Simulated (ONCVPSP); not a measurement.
**chlorine, ONCV: configuration errors across variants**

ONCVPSP 4.0.1 input, shortened (lines: element, Z, core and valence counts, functional; n l f; lmax; l rc ep ncon nbas qcut; lloc lpopt rc5 dvloc0; l nproj debl; icmod fcfact rcfact), BLYP, scalar-relativistic:

```
  Cl 17.00    1    4  -106131      upf
    1    0    2.00
    2    0    2.00
    2    1    6.00
    3    0    2.00
    3    1    5.00
    1
    0    0.75    0.00    3    8   14.00
    1    0.65    0.00    4    7   18.00
    4    4    0.50    0.00
    0    2    3.60
    1    2    1.70
    0    0.00    0.00
```

All-electron excitation energies from the reference (eV): (1) 2s2 2p6 3s2 3p4 13.730; (2) 2s2 2p6 3s2 3p3 39.028; (3) 2s2 2p6 3s2 3p2 77.199; (4) 2s1 2p6 3s2 3p5 269.288.

2 further variants failed, have other tests or another functional or relativity, and are left out.

Errors AE − PS in meV (a dash: test not solved or not reliable):

```csv
change,(1),(2),(3),(4),bound ghosts,GHOST(+) flags above zero
base,+1.5,+5.0,+13,-596,none,none
"core correction Teter function fitted to the true core (icmod 2), fcfact 0.15",+1.5,+4.9,+13,-664,none,none
p: qcut 19.8,+1.4,+4.8,+13,-571,none,none
p: qcut 21.2,+1.4,+4.7,+12,-558,none,none
```

Question: Give the same row for: local potential polynomial inside 0.50 bohr (lpopt 5, dvloc0 2 Ha).

Answer: +1.5, +5.0, +13, -593; bound ghosts: none; GHOST(+) flags above zero: none.
